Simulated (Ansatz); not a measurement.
Consider the ligand exchange at the Si–O bond: `[SiH3][O][Cd][Br]` + `[OH][Al]([OH])[F]` → `[OH][Al]([F])[O][SiH3]` + `[OH][Cd][Br]`.

Gas-phase electronic energies from Ansatz, PBE0-D4/def2-TZVP geometries. CCSD(T)/CBS is the MP2 limit (def2-TZVPP, def2-QZVPP) plus CCSD(T) − MP2 in def2-TZVPP, frozen cores. Functionals use def2-TZVPP. Elements past krypton have def2 core potentials. For Br, Cd outer-core shells are correlated without core-valence functions, which leaves a few kJ/mol of doubt a bond. Scalar relativity is left out up to krypton. One conformer a species, not always the lowest.

`[SiH3][O][Cd][Br]`:

```xyz
7

Si    1.217   -0.392   -0.081
O    -0.084    0.363   -0.698
Cd   -1.912    0.722   -0.098
Br   -4.161    1.219    0.530
H     2.330   -0.322   -1.065
H     1.672    0.238    1.195
H     0.937   -1.828    0.216
```

`[OH][Al]([OH])[F]`:

Z-matrix (Å, degrees):
```
Al
O 1 1.680
F 1 1.647 2 120.7
O 1 1.680 2 118.5 3 180.0
H 2 0.955 1 122.9 3 0.0
H 4 0.955 1 122.9 2 -180.0
```

`[OH][Al]([F])[O][SiH3]`:

Cartesian coordinates in Å:
```
O 0.678 -0.384 -2.699
Al 0.253 -0.967 -1.182
F 0.115 -2.591 -1.015
O -0.027 0.028 0.129
Si -0.370 0.684 1.577
H 0.780 0.547 -2.888
H -1.646 0.134 2.104
H 0.722 0.391 2.541
H -0.504 2.158 1.433
```

`[OH][Cd][Br]`:

```xyz
4

O    -0.228   -0.845    1.216
Cd    0.114    0.057   -0.495
Br    0.555    1.019   -2.644
H    -0.441   -0.232    1.923
```

```json
{"species": "`[SiH3][O][Cd][Br]`", "r2SCAN0 energy (Eh)": "-3108.50989"}
{"species": "`[OH][Al]([OH])[F]`", "r2SCAN0 energy (Eh)": "-494.06709"}
{"species": "`[OH][Al]([F])[O][SiH3]`", "r2SCAN0 energy (Eh)": "-784.78056"}
{"species": "`[OH][Cd][Br]`", "r2SCAN0 energy (Eh)": "-2817.79667"}
```

**Question.** Work out ΔE.

**Answer.** ΔE = (-784.78056) + (-2817.79667) − (-3108.50989) − (-494.06709) = -0.00025 Eh = -0.01 eV. CCSD(T)/CBS gives -0.02 eV.

Largest T1 diagnostic among the species: 0.014.

Leaving LDA and LC-ωPBE aside and taking each functional with its dispersion term where it has one, the values, not all of them listed here, spread over 0.06 eV, from BLYP-D4 to PBE-QIDH. From BLYP to BHLYP (50 % exact exchange), in def2-TZVPP and without D4, ΔE moves by +0.04 eV. At CCSD(T), def2-SVP lies +0.05 eV from the extrapolated value and def2-TZVPP +0.03 eV.
